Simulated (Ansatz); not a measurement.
Li9O5. Charge 0, multiplicity 2. Geometry PBE-D4/def2-SVP.

```csv
atom,x (Å),y (Å),z (Å)
Li1,-0.921,-0.839,-0.142
Li2,-0.704,-0.398,-2.488
Li3,2.155,0.076,1.238
Li4,0.424,2.293,-0.854
Li5,-2.136,1.166,-0.168
Li6,0.965,-2.238,-0.003
Li7,1.019,0.131,-1.050
Li8,-0.838,-1.024,2.254
Li9,0.037,0.834,1.210
O10,1.529,1.405,0.228
O11,-0.810,1.066,-1.417
O12,0.227,-1.523,-1.453
O13,0.770,-1.105,1.413
O14,-1.715,0.155,1.232
```

Another isomer (doublet) lies 0.27 eV lower at PBE0-D4/def2-TZVP; other spin states weren't run for this one.

Task: Estimate the α-spin orbital energies around the gap (eV) in Ansatz with PBE-D4/def2-SVP, r2SCAN-D4/def2-TZVP, PBE0-D4/def2-SVP, PBE0-D4/def2-TZVP, CAM-B3LYP-D4/def2-TZVP.

Result: 
```json
{"orbital": "HOMO−9", "PBE-D4/def2-SVP": "-5.55", "r2SCAN-D4/def2-TZVP": "-5.84", "PBE0-D4/def2-SVP": "-7.07", "PBE0-D4/def2-TZVP": "-7.18", "CAM-B3LYP-D4/def2-TZVP": "-8.75"}
{"orbital": "HOMO−8", "PBE-D4/def2-SVP": "-4.94", "r2SCAN-D4/def2-TZVP": "-5.20", "PBE0-D4/def2-SVP": "-6.43", "PBE0-D4/def2-TZVP": "-6.49", "CAM-B3LYP-D4/def2-TZVP": "-8.09"}
{"orbital": "HOMO−7", "PBE-D4/def2-SVP": "-4.85", "r2SCAN-D4/def2-TZVP": "-5.11", "PBE0-D4/def2-SVP": "-6.33", "PBE0-D4/def2-TZVP": "-6.39", "CAM-B3LYP-D4/def2-TZVP": "-7.98"}
{"orbital": "HOMO−6", "PBE-D4/def2-SVP": "-4.80", "r2SCAN-D4/def2-TZVP": "-5.04", "PBE0-D4/def2-SVP": "-6.25", "PBE0-D4/def2-TZVP": "-6.33", "CAM-B3LYP-D4/def2-TZVP": "-7.89"}
{"orbital": "HOMO−5", "PBE-D4/def2-SVP": "-4.79", "r2SCAN-D4/def2-TZVP": "-5.03", "PBE0-D4/def2-SVP": "-6.23", "PBE0-D4/def2-TZVP": "-6.31", "CAM-B3LYP-D4/def2-TZVP": "-7.83"}
{"orbital": "HOMO−4", "PBE-D4/def2-SVP": "-4.74", "r2SCAN-D4/def2-TZVP": "-4.98", "PBE0-D4/def2-SVP": "-6.09", "PBE0-D4/def2-TZVP": "-6.16", "CAM-B3LYP-D4/def2-TZVP": "-7.69"}
{"orbital": "HOMO−3", "PBE-D4/def2-SVP": "-4.47", "r2SCAN-D4/def2-TZVP": "-4.77", "PBE0-D4/def2-SVP": "-5.91", "PBE0-D4/def2-TZVP": "-6.02", "CAM-B3LYP-D4/def2-TZVP": "-7.47"}
{"orbital": "HOMO−2", "PBE-D4/def2-SVP": "-4.31", "r2SCAN-D4/def2-TZVP": "-4.62", "PBE0-D4/def2-SVP": "-5.78", "PBE0-D4/def2-TZVP": "-5.87", "CAM-B3LYP-D4/def2-TZVP": "-7.41"}
{"orbital": "HOMO−1", "PBE-D4/def2-SVP": "-4.30", "r2SCAN-D4/def2-TZVP": "-4.60", "PBE0-D4/def2-SVP": "-5.72", "PBE0-D4/def2-TZVP": "-5.84", "CAM-B3LYP-D4/def2-TZVP": "-7.29"}
{"orbital": "HOMO", "PBE-D4/def2-SVP": "-4.11", "r2SCAN-D4/def2-TZVP": "-4.43", "PBE0-D4/def2-SVP": "-5.53", "PBE0-D4/def2-TZVP": "-5.64", "CAM-B3LYP-D4/def2-TZVP": "-7.03"}
{"orbital": "LUMO", "PBE-D4/def2-SVP": "-1.04", "r2SCAN-D4/def2-TZVP": "-0.54", "PBE0-D4/def2-SVP": "-0.48", "PBE0-D4/def2-TZVP": "-0.44", "CAM-B3LYP-D4/def2-TZVP": "0.04"}
{"orbital": "LUMO+1", "PBE-D4/def2-SVP": "-0.66", "r2SCAN-D4/def2-TZVP": "-0.08", "PBE0-D4/def2-SVP": "-0.16", "PBE0-D4/def2-TZVP": "-0.05", "CAM-B3LYP-D4/def2-TZVP": "0.39"}
{"orbital": "LUMO+2", "PBE-D4/def2-SVP": "-0.37", "r2SCAN-D4/def2-TZVP": "0.19", "PBE0-D4/def2-SVP": "0.13", "PBE0-D4/def2-TZVP": "0.24", "CAM-B3LYP-D4/def2-TZVP": "0.66"}
{"orbital": "LUMO+3", "PBE-D4/def2-SVP": "-0.37", "r2SCAN-D4/def2-TZVP": "0.19", "PBE0-D4/def2-SVP": "0.14", "PBE0-D4/def2-TZVP": "0.25", "CAM-B3LYP-D4/def2-TZVP": "0.69"}
{"orbital": "LUMO+4", "PBE-D4/def2-SVP": "-0.05", "r2SCAN-D4/def2-TZVP": "0.55", "PBE0-D4/def2-SVP": "0.42", "PBE0-D4/def2-TZVP": "0.57", "CAM-B3LYP-D4/def2-TZVP": "0.94"}
{"orbital": "LUMO+5", "PBE-D4/def2-SVP": "-0.04", "r2SCAN-D4/def2-TZVP": "0.57", "PBE0-D4/def2-SVP": "0.43", "PBE0-D4/def2-TZVP": "0.59", "CAM-B3LYP-D4/def2-TZVP": "0.97"}
{"orbital": "β HOMO", "PBE-D4/def2-SVP": "-3.92", "r2SCAN-D4/def2-TZVP": "-4.04", "PBE0-D4/def2-SVP": "-4.81", "PBE0-D4/def2-TZVP": "-4.91", "CAM-B3LYP-D4/def2-TZVP": "-6.17"}
{"orbital": "β LUMO", "PBE-D4/def2-SVP": "-3.53", "r2SCAN-D4/def2-TZVP": "-3.55", "PBE0-D4/def2-SVP": "-3.10", "PBE0-D4/def2-TZVP": "-3.18", "CAM-B3LYP-D4/def2-TZVP": "-2.69"}
```
